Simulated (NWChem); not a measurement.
System meant: GeHOF, singlet; SMILES [OH][Ge][F]

Here is an NWChem input.

```
start job
memory heap 200 mb stack 900 mb global 1100 mb
geometry units angstroms noautoz
  Ge     0.375367     0.063321     0.000000
  F     -0.585038    -1.424456     0.000000
  O     -1.045780     1.178322     0.000000
  H     -0.762915     2.114132     0.000000
end
basis spherical
  Ge library def2-svp
  F library def2-svp
  O library def2-svp
  H library def2-svp
end
dft
  xc b3lyp
  iterations 4
  mulliken
end
task dft energy
```

End of the output:

```
    Atom       Charge   Shell Charges
 -----------   ------   -------------------------------------------------------
    1 Ge  32    31.62   2.00  2.00  1.96  1.08  0.68  5.99  5.80  1.03  0.68  7.81  2.05  0.55
    2 F    9     9.23   1.98  1.03  0.79  3.20  2.24  0.00
    3 O    8     8.23   1.97  0.91  0.62  2.69  2.01  0.01
    4 H    1     0.92   0.55  0.19  0.18

 center of mass
 --------------
 x =   0.06837420 y =  -0.06102840 z =   0.00000000

 moments of inertia (a.u.)
 ------------------
         235.673964930772           0.000000000000           0.000000000000
           0.000000000000         123.329165114198           0.000000000000
           0.000000000000           0.000000000000         359.003130044970

     Multipole analysis of the density
     ---------------------------------

     L   x y z        total         alpha         beta         nuclear
     -   - - -        -----         -----         ----         -------
     0   0 0 0     -0.000000    -25.000000    -25.000000     50.000000

     1   1 0 0      0.969746      0.484873      0.484873     -0.000000
     1   0 1 0      0.838835      0.419418      0.419418      0.000000
     1   0 0 1      0.000000      0.000000      0.000000      0.000000

     2   2 0 0    -22.584469    -40.390881    -40.390881     58.197293
     2   1 1 0     -0.024519      1.835332      1.835332     -3.695183
     2   1 0 1     -0.000000     -0.000000     -0.000000      0.000000
     2   0 2 0    -18.766095    -70.923177    -70.923177    123.080259
     2   0 1 1     -0.000000     -0.000000     -0.000000      0.000000
     2   0 0 2    -18.748546     -9.374273     -9.374273      0.000000

 ------------------------------------------------------------------------
 dft energy failed                                                                                  0
 ------------------------------------------------------------------------
 ------------------------------------------------------------------------
  current input line :
    20: task dft energy
 ------------------------------------------------------------------------
 ------------------------------------------------------------------------
 This type of error is most commonly associated with calculations not reaching convergence criteria
 ------------------------------------------------------------------------
 For more information see the NWChem manual at https://nwchemgit.github.io

0:dft energy failed:Received an Error in Communication
```

What is wrong, and how is it mended?

The run did not converge; its last values are not results. Cause: the SCF was allowed too few iterations. This input runs:
```
start job
memory heap 200 mb stack 900 mb global 1100 mb
geometry units angstroms noautoz
  Ge     0.375367     0.063321     0.000000
  F     -0.585038    -1.424456     0.000000
  O     -1.045780     1.178322     0.000000
  H     -0.762915     2.114132     0.000000
end
basis spherical
  * library def2-svp
end
dft
  xc b3lyp
  iterations 150
  mulliken
end
task dft energy
```
It converges to -2252.37568 Ha (B3LYP/def2-SVP).
